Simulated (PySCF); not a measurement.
## Atomic charges against the basis set

Species: C4H7NSi.
SMILES with atom numbers: `[CH:1]#[C:2][CH2:3]/[CH:4]=[N:5]/[SiH3:6]` (hydrogens: H7 on C1; H8, H9 on C3; H10 on C4; H11, H12, H13 on Si6)

PBE0 throughout (PySCF), one geometry, spherical d and f functions. The structure is a single PBE0-D3(BJ)/def2-SVP conformer in the gas phase; no vibrational or solvent corrections. The first 7 of 10 kinds of atom are listed.

Mulliken charges (e):

```tsv
basis	functions	C1	C2	C3	C4	N5	Si6	H7
STO-3G	41	-0.142	-0.028	-0.170	+0.039	-0.392	+0.640	+0.116
6-31G	72	-0.464	+0.185	-0.446	+0.075	-0.549	+0.668	+0.276
pcSseg-0	72	-0.304	-0.052	-0.519	+0.121	-0.769	+0.700	+0.274
6-31G*	102	-0.495	+0.334	-0.539	+0.082	-0.431	+0.451	+0.235
cc-pVDZ	123	-0.417	+0.324	-0.057	+0.092	-0.290	+0.326	+0.007
def2-SVP	123	-0.438	+0.248	+0.058	-0.011	-0.299	+0.461	+0.044
aug-cc-pVDZ	205	+0.851	-0.213	-0.094	+0.996	-0.762	-0.410	-0.617
6-311+G(2d,p)	212	-1.160	+1.051	-0.426	-0.110	-0.367	+0.588	+0.158
def2-TZVP	234	-0.174	-0.075	-0.126	-0.083	-0.241	+0.253	+0.176
cc-pVTZ	282	-0.204	-0.003	-0.133	+0.005	-0.233	+0.239	+0.148
IGLO-III	289	-0.149	-0.045	-0.231	+0.140	-0.537	+0.882	+0.147
pcSseg-2	321	-0.210	+0.037	+0.143	+0.012	-0.413	+0.679	+0.053
```

IAO charges (e):

| basis | functions | C1 | C2 | C3 | C4 | N5 | Si6 | H7 |
| --- | --- | --- | --- | --- | --- | --- | --- | --- |
| STO-3G | 41 | -0.169 | -0.029 | -0.294 | -0.013 | -0.417 | +0.719 | +0.158 |
| 6-31G | 72 | -0.229 | -0.014 | -0.304 | +0.049 | -0.477 | +0.573 | +0.199 |
| pcSseg-0 | 72 | -0.217 | -0.015 | -0.311 | +0.056 | -0.482 | +0.571 | +0.190 |
| 6-31G* | 102 | -0.221 | -0.020 | -0.297 | +0.081 | -0.522 | +0.714 | +0.195 |
| cc-pVDZ | 123 | -0.231 | -0.019 | -0.299 | +0.078 | -0.514 | +0.706 | +0.199 |
| def2-SVP | 123 | -0.223 | -0.016 | -0.295 | +0.082 | -0.517 | +0.724 | +0.192 |
| aug-cc-pVDZ | 205 | -0.240 | -0.019 | -0.302 | +0.078 | -0.527 | +0.710 | +0.204 |
| 6-311+G(2d,p) | 212 | -0.239 | -0.018 | -0.304 | +0.080 | -0.537 | +0.745 | +0.204 |
| def2-TZVP | 234 | -0.239 | -0.018 | -0.304 | +0.081 | -0.539 | +0.754 | +0.204 |
| cc-pVTZ | 282 | -0.239 | -0.018 | -0.305 | +0.080 | -0.533 | +0.739 | +0.204 |
| IGLO-III | 289 | -0.240 | -0.018 | -0.305 | +0.080 | -0.538 | +0.752 | +0.205 |
| pcSseg-2 | 321 | -0.239 | -0.018 | -0.304 | +0.081 | -0.537 | +0.752 | +0.204 |

Hirshfeld charges (e):

```tsv
basis	functions	C1	C2	C3	C4	N5	Si6	H7
STO-3G	41	-0.105	-0.058	+0.024	+0.052	-0.254	+0.423	+0.076
6-31G	72	-0.123	-0.048	-0.029	+0.072	-0.255	+0.333	+0.098
pcSseg-0	72	-0.117	-0.049	-0.036	+0.069	-0.237	+0.354	+0.094
6-31G*	102	-0.122	-0.050	-0.030	+0.078	-0.243	+0.325	+0.099
cc-pVDZ	123	-0.120	-0.047	-0.045	+0.074	-0.223	+0.336	+0.095
def2-SVP	123	-0.119	-0.045	-0.049	+0.076	-0.227	+0.343	+0.093
aug-cc-pVDZ	205	-0.117	-0.046	-0.061	+0.067	-0.242	+0.346	+0.095
6-311+G(2d,p)	212	-0.117	-0.050	-0.056	+0.067	-0.245	+0.351	+0.095
def2-TZVP	234	-0.119	-0.047	-0.057	+0.071	-0.239	+0.342	+0.095
cc-pVTZ	282	-0.119	-0.045	-0.056	+0.072	-0.234	+0.339	+0.095
IGLO-III	289	-0.118	-0.047	-0.061	+0.067	-0.238	+0.340	+0.095
pcSseg-2	321	-0.117	-0.044	-0.061	+0.069	-0.242	+0.349	+0.094
```

**Question.** Which scheme is steadiest as the basis changes?

**Answer.** Largest range over the bases for any column: Hirshfeld 0.10 e, IAO 0.18 e, Mulliken 2.01 e. Hirshfeld charges move least and Mulliken charges most, counted in e. Without the minimal STO-3G basis the ranges are Hirshfeld 0.03, IAO 0.18, Mulliken 2.01 e.

**Question.** How much do the charges still move between the two largest bases, IGLO-III and pcSseg-2?

**Answer.** At most, over all atoms: Mulliken 0.374 e, IAO 0.001 e, Hirshfeld 0.009 e.

**Question.** What do the same runs give for the total energy, the frontier levels and the dipole moment?

**Answer.** 
| basis | energy (Eh) | HOMO (eV) | LUMO (eV) | μ (D) |
| --- | --- | --- | --- | --- |
| STO-3G | -494.4496 | -4.08 | 2.94 | 1.67 |
| 6-31G | -500.2891 | -6.82 | -0.34 | 1.99 |
| pcSseg-0 | -499.5816 | -6.99 | -0.57 | 2.00 |
| 6-31G* | -500.3851 | -7.02 | -0.40 | 1.80 |
| cc-pVDZ | -500.4185 | -7.07 | -0.51 | 1.72 |
| def2-SVP | -500.1662 | -7.14 | -0.61 | 1.81 |
| aug-cc-pVDZ | -500.4314 | -7.23 | -0.79 | 1.82 |
| 6-311+G(2d,p) | -500.4815 | -7.29 | -0.81 | 1.86 |
| def2-TZVP | -500.5001 | -7.25 | -0.76 | 1.84 |
| cc-pVTZ | -500.4958 | -7.22 | -0.71 | 1.81 |
| IGLO-III | -500.5044 | -7.28 | -0.80 | 1.85 |
| pcSseg-2 | -500.5067 | -7.27 | -0.79 | 1.87 |

The dipole is fixed by the density alone, so its range of 0.33 D shows that the density itself changes with the basis, not only its division among atoms.
